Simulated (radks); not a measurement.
Ti XIV, configuration [He] 2s2 2p5 (the NIST ground configuration). Calculated with a radial shooting solver on a logarithmic mesh with Libxc functionals: scalar-relativistic Kohn-Sham, Slater X-alpha with alpha = 0.976, spin-unpolarised, spherical densities, finite nucleus; Fermi nuclear charge, rms radius 3.5921 fm.

Normalised radial functions P(r) = r R(r), r in bohr:

r	1s
0.002775	0.5505
0.003731	0.7219
0.004976	0.9334
0.00669	1.2039
0.008923	1.5231
0.012	1.9068
0.016	2.3207
0.02151	2.7546
0.02892	3.1373
0.03858	3.3773
0.05186	3.3885
0.06917	3.0958
0.093	2.4830
0.124	1.6995
0.1668	0.9200
0.2224	0.3795
0.2991	0.1030
0.3989	0.0174
0.5363	0.0014
0.7153	0.0000
0.9616	0.0000

1s: eigenvalue -5377.8 eV, 0 radial nodes, <r> = 0.0692 bohr, 90 % of the charge inside 0.124 bohr.
